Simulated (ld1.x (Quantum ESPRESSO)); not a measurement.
Pseudopotential generation for Pt (Z = 78): PAW, PBE, scalar-relativistic.

Input for ld1.x (Quantum ESPRESSO) 7.5:

```
&input
   title='Pt', zed=78., rel=1, dft='PBE', iswitch=3,
   config='[Xe] 4f14 5d9 6s0.5 6p0.5',
   nld=3, rlderiv=2.20, eminld=-10.0, emaxld=5.0, deld=0.04
 /
 &inputp
   pseudotype=3, lpaw=.true., tm=.true., lloc=-2, rcloc=1.80,
   nlcc=.true., new_core_ps=.true.,
   which_augfun='PSQ', rmatch_augfun_nc=.true.,
   file_pseudopw='Pt.UPF', file_wfcaegen='ae.wfc', file_wfcncgen='nc.wfc', file_beta='beta', file_chi='chi', file_wfcusgen='us.wfc'
 /
6
5S  1  0   2.00   0.00  1.65  2.00  0.0
6S  2  0   0.50   0.00  1.65  2.00  0.0
5P  2  1   6.00   0.00  1.55  1.70  0.0
6P  3  1   0.50   0.00  1.55  1.70  0.0
5D  3  2   9.00   0.00  1.75  1.90  0.0
5D  3  2   0.00   0.05  1.75  1.90  0.0
 &test
   configts(1)='5s2 5p6 5d9 6s0.5 6p0.5'
 /
```

Command:

```bash
ld1.x < Pt.in > Pt.out
```

The program printed (shortened: banner, matrices, multipoles, cross overlaps and the repeated all-electron block are left out):

```
Program LD1 v.7.5
     --------------------------- All-electron run ----------------------------

     Pt
     scalar relativistic calculation

     atomic number is 78.00
     dft =PBE   lsd =0 sic =0 latt =0  beta=0.20 tr2=1.0E-14
     Exchange-correlation= PBE
                           (   1   4   3   4   0   0   0)
     mesh =1277 r(mesh) =  98.81913 a.u. xmin = -7.00 dx = 0.01250
     1 Ry =  13.60569312 eV, c = 137.03599908

     n l     nl                  e(Ry)          e(Ha)          e(eV)
     1 0     1S 1( 2.00)     -5765.2587     -2882.6294    -78440.3409
     2 0     2S 1( 2.00)     -1012.8492      -506.4246    -13780.5149
     2 1     2P 1( 6.00)      -877.6561      -438.8280    -11941.1189
     3 0     3S 1( 2.00)      -237.9715      -118.9858     -3237.7673
     3 1     3P 1( 6.00)      -198.6093       -99.3046     -2702.2167
     4 0     4S 1( 2.00)       -51.1992       -25.5996      -696.6009
     4 1     4P 1( 6.00)       -38.2936       -19.1468      -521.0105
     3 2     3D 1(10.00)      -155.9669       -77.9834     -2122.0374
     5 0     5S 1( 2.00)        -7.5637        -3.7819      -102.9096
     5 1     5P 1( 6.00)        -4.1985        -2.0993       -57.1239
     4 2     4D 1(10.00)       -22.6308       -11.3154      -307.9083
     4 3     4F 1(14.00)        -5.2297        -2.6148       -71.1532
     5 2     5D 1( 9.00)        -0.5291        -0.2645        -7.1982
     6 0     6S 1( 0.50)        -0.4748        -0.2374        -6.4593
     6 1     6P 1( 0.50)        -0.1031        -0.0516        -1.4033

     final scf error:  7.9E-15 reached in  34 iterations

     Etot =  -36826.859925 Ry,  -18413.429962 Ha, -501054.954819 eV

     Ekin =   41083.214671 Ry,   20541.607336 Ha,  558965.611323 eV
     Encl =  -91520.825474 Ry,  -45760.412737 Ha,-1245204.265762 eV
     Eh   =   14319.032927 Ry,    7159.516464 Ha,  194820.367828 eV
     Exc  =    -708.282049 Ry,    -354.141025 Ha,   -9636.668208 eV

     normalization and overlap integrals

     s(1S/1S) =  1.000000  <r> =   0.0171  <r2> =    0.0004  r(max) =   0.0106
     s(2S/2S) =  1.000000  <r> =   0.0723  <r2> =    0.0062  r(max) =   0.0612
     s(2P/2P) =  1.000000  <r> =   0.0652  <r2> =    0.0052  r(max) =   0.0507
     s(3S/3S) =  1.000000  <r> =   0.1871  <r2> =    0.0400  r(max) =   0.1726
     s(3P/3P) =  1.000000  <r> =   0.1882  <r2> =    0.0411  r(max) =   0.1726
     s(4S/4S) =  1.000000  <r> =   0.4150  <r2> =    0.1944  r(max) =   0.3890
     s(4P/4P) =  1.000000  <r> =   0.4419  <r2> =    0.2219  r(max) =   0.4089
     s(3D/3D) =  1.000000  <r> =   0.1704  <r2> =    0.0340  r(max) =   0.1396
     s(5S/5S) =  1.000000  <r> =   0.9526  <r2> =    1.0187  r(max) =   0.8657
     s(5P/5P) =  1.000000  <r> =   1.1048  <r2> =    1.3824  r(max) =   0.9810
     s(4D/4D) =  1.000000  <r> =   0.4682  <r2> =    0.2534  r(max) =   0.4193
     s(4F/4F) =  1.000000  <r> =   0.5162  <r2> =    0.3247  r(max) =   0.3842
     s(5D/5D) =  1.000000  <r> =   1.6830  <r2> =    3.4340  r(max) =   1.2596
     s(6S/6S) =  1.000000  <r> =   2.8837  <r2> =    9.5791  r(max) =   2.3532
     s(6P/6P) =  1.000000  <r> =   4.8778  <r2> =   28.6991  r(max) =   3.5548

     ------------------------ End of All-electron run ------------------------

     --------------------- Generating PAW atomic setup --------------------

      Generating local potential from pseudized AE potential:
      Matching radius rcloc =   1.8000
      Enforcing V''(0)=0 (lloc=-2)

      Local pseudo, rcloc= 1.810 Estimated cut-off energy=     9.98 Ry

      Computing core charge for nlcc:

       r > 0.75 : true rho core
      Core charge pseudized with two Bessel functions
      Integrated core pseudo-charge :  31.54
      Wfc-us  5S rcutus= 2.000  Estimated cut-off energy=    14.83 Ry
      Wfc-us  6S rcutus= 2.000  Estimated cut-off energy=    30.05 Ry
      Wfc-us  5P rcutus= 1.679  Estimated cut-off energy=    30.25 Ry
      Wfc-us  6P rcutus= 1.679  Estimated cut-off energy=    55.03 Ry
      Wfc-us  5D rcutus= 1.903  Estimated cut-off energy=    32.01 Ry
      Wfc-us  5D rcutus= 1.903  Estimated cut-off energy=    34.78 Ry

     Required augmentation: PSQ   radius:    2.000000

     Q pseudized with Bessel functions
     Expected ecutrho=     334.4223 due to l1=  1   l2=  2

     Estimated PAW energy = -916.179768 Ryd

     ------------------- End of pseudopotential generation -------------------

     Computing logarithmic derivative in   2.19693
     Computing logarithmic derivative in   2.19693
     Computing the partial wave expansion
     R is outside the sphere for l=    0 j= 0.00
     R is outside the sphere for l=    0 j= 0.00
     R is outside the sphere for l=    1 j= 0.00
     R is outside the sphere for l=    1 j= 0.00
     R is outside the sphere for l=    2 j= 0.00
     R is outside the sphere for l=    2 j= 0.00

     ---------------------- Testing the pseudopotential ----------------------

     Pt
     scalar relativistic calculation

     atomic number is 78.00   valence charge is 18.00
     dft = SLA  PW   PBX  PBC   lsd =0 sic =0 latt =0  beta=0.20 tr2=1.0E-14
     mesh =1277 r(mesh) =  98.81913 xmin = -7.00 dx = 0.01250

     n l     nl             e AE (Ry)        e PS (Ry)    De AE-PS (Ry)
     1 0     5S   1( 2.00)       -7.56372       -7.56370       -0.00002
     2 1     5P   1( 6.00)       -4.19853       -4.19852       -0.00001
     3 2     5D   1( 9.00)       -0.52906       -0.52906        0.00000
     2 0     6S   1( 0.50)       -0.47475       -0.47476        0.00001
     3 1     6P   1( 0.50)       -0.10314       -0.10315        0.00000

     eps = 3.6E-15  iter =  6

     Etot =  -36826.859925 Ry,  -18413.429962 Ha, -501054.954819 eV
     Etotps =  -916.179776 Ry,    -458.089888 Ha,  -12465.260871 eV

     Ekin =     411.952932 Ry,     205.976466 Ha,    5604.905170 eV
     Encl =    -821.946346 Ry,    -410.973173 Ha,  -11183.149752 eV
     Ehrt =     202.095785 Ry,     101.047892 Ha,    2749.653228 eV
     Ecxc =    -708.282146 Ry,    -354.141073 Ha,   -9636.669518 eV
     (Ecc =    -139.486894 Ry,     -69.743447 Ha,   -1897.815881 eV)

     ---------------------- End of pseudopotential test ----------------------
```

Generation and configuration tests took about 3.7 s on one core of a shared server CPU.
